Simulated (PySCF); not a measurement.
Frontier orbitals and the lowest excitations

Compound: C₅H₇FSSi.
Numbering: `[CH3:1][S:2][C:3]1=[CH:4][C:5]([F:6])=[CH:7][SiH2:8]1` (hydrogens: H9, H10, H11 on C1; H12 on C4; H13 on C7; H14, H15 on Si8)

Structure used (GFN2-xTB), in Å, numbered top down from 1:
```
atom  x, y, z in Å
C1     2.7039    0.3893   -0.0204
S2     1.7886   -1.0570   -0.6281
C3     0.1502   -0.5971   -0.2897
C4    -0.8932   -1.3974   -0.5889
C5    -2.1806   -0.8494   -0.2405
F6    -3.2704   -1.5922   -0.5142
C7    -2.2482    0.3615    0.3331
Si8   -0.5069    1.0083    0.5115
H9     2.3837    1.2760   -0.5580
H10    2.5357    0.5079    1.0454
H11    3.7536    0.1925   -0.2135
H12   -0.8211   -2.3696   -1.0487
H13   -3.1808    0.8159    0.6118
H14   -0.1898    2.1770   -0.3096
H15   -0.0292    1.1420    1.8879
```

Method: TDDFT wB97X-D/def2-SVPD, vertical, gas phase, core orbitals frozen in the response in PySCF.

Kohn–Sham orbitals with the atoms that hold most of them (Löwdin shares over 4%, at most four atoms; ? is withheld):

```
orbital  ε (eV)                              atoms
 HOMO-3  -11.43    C3 20%, C4 17%, Si8 16%, S2 11%
 HOMO-2  -10.49     S2 37%, C3 22%, Si8 15%, C1 7%
 HOMO-1   -9.83     S2 26%, C7 20%, C5 17%, C3 10%
   HOMO       ?                                  ?
   LUMO    0.11                                  ?
 LUMO+1    1.79    S2 34%, Si8 20%, C1 11%, H10 6%
 LUMO+2    1.92  Si8 34%, H14 10%, H15 10%, S2 10%
```

(1) Give the leading atoms of the LUMO.

(2) Give the leading atoms of the HOMO.

(3) What is the HOMO energy, and the HOMO–LUMO gap?

Results:

(1) C3 (bonded to C, S and Si) 24%; C4 (bonded to 2 C and H) 16%; C5 (bonded to 2 C and F) 15%; C7 (bonded to C, Si and H) 12%.

(2) S2 (bonded to 2 C) 33%; C7 (bonded to C, Si and H) 18%; C4 (bonded to 2 C and H) 16%; C3 (bonded to C, S and Si) 12%. By element: carbon 47% or more, sulfur 33%.

(3) ε(HOMO) = -7.70 eV; the gap is 7.81 eV (0.2870 hartree).

Task: The HOMO–LUMO gap is 7.81 eV. Where does the response calculation put the lowest singlet, and from which orbitals?

Result: S1 is at 3.76 eV (f = 0.156), 4.05 eV below the gap, made of HOMO→LUMO (97%). 

Task: Give energy, strength and leading configuration of S1, S5 and S6, and follow the Löwdin shares of the leading atoms from the occupied to the empty orbital.

Result: 
- S1 (3.76 eV, f 0.156), HOMO→LUMO (97%): S2 33% → at most 13%, C7 18% → 12%, C3 12% → 24%, C4 16% → 16%
- S5 (5.81 eV, f 0.061), HOMO-1→LUMO (94%): S2 26% → at most 13%, C7 20% → 12%, C3 10% → 24%, C4 at most 11% → 16%
- S6 (5.83 eV, f 0.0018), HOMO-2→LUMO (88%): S2 37% → at most 13%, C3 22% → 24%, C4 at most 8% → 16%

One conformer stands for the species.
